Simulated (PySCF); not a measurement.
C3H8O2, SMILES OC(CO)C.

Geometry optimised at PBE0-D3(BJ)/def2-SVP. One conformer was computed; it need not be the lowest.

The numbers are results of PySCF with PBE0-D3(BJ)/def2-SVP, not measurements.

Frequencies are harmonic and unscaled.

```
mode  ν (cm⁻¹)  IR (km/mol)  Raman (Å⁴/amu)  depolarisation  moving atoms (share of kinetic energy)
----  --------  -----------  --------------  --------------  --------------------------------------
1          160          8.6             0.1            0.56                  O 39 %, H 32 %, C 29 %
2          243          0.3             0.0               –                                  H 95 %
3          259          3.7             0.1            0.72                  O 47 %, C 27 %, H 26 %
4          352         25.8             1.7            0.71                  H 76 %, C 14 %, O 11 %
5          391         46.5             0.6            0.49                  O 43 %, H 43 %, C 13 %
6          475          2.8             0.5            0.28                  H 47 %, C 37 %, O 16 %
7          534         28.2             4.2            0.52                  H 51 %, C 33 %, O 16 %
8          576        152.3             2.2            0.62                  H 65 %, O 21 %, C 14 %
9          854         21.0             6.4            0.19                  C 44 %, H 39 %, O 17 %
10         929          2.7             3.0            0.74                          H 72 %, C 26 %
11         942          7.8             3.1            0.72                  H 56 %, C 26 %, O 19 %
12        1078         47.8             1.0            0.75                          H 63 %, C 30 %
13        1137          9.4             2.5            0.75                   H 49 %, C 43 %, O 8 %
14        1153        152.7             1.8            0.75                  C 37 %, O 36 %, H 27 %
15        1188         53.9             2.3            0.74                  C 54 %, H 35 %, O 11 %
16        1222          8.5             8.3            0.70                          H 75 %, C 19 %
17        1301          7.7             1.0            0.69                          H 62 %, C 35 %
18        1315          5.5             2.2            0.73                          H 73 %, C 26 %
19        1378          3.8             8.3            0.73                          H 80 %, C 17 %
20        1393         23.9             8.2            0.71                          H 75 %, C 24 %
21        1426         67.9             9.5            0.74                          H 76 %, C 19 %
22        1445         37.7             2.8            0.54                          H 73 %, C 23 %
23        1465         18.5             7.6            0.75                           H 91 %, C 8 %
24        1468          6.1             7.8            0.74                           H 91 %, C 9 %
25        1493          5.0            12.0            0.72                           H 91 %, C 9 %
26        2943         78.0           113.3            0.17                                  H 93 %
27        3048         12.2           133.0            0.01                                  H 97 %
28        3085         16.0            92.5            0.57                                  H 92 %
29        3101         30.6            84.8            0.19                           H 91 %, C 9 %
30        3142         24.1            62.9            0.43                           H 91 %, C 9 %
31        3168          9.6            75.1            0.73                          H 90 %, C 10 %
32        3798         70.5            48.6            0.13                                  H 94 %
33        3845         23.9            58.5            0.26                                  H 94 %
```
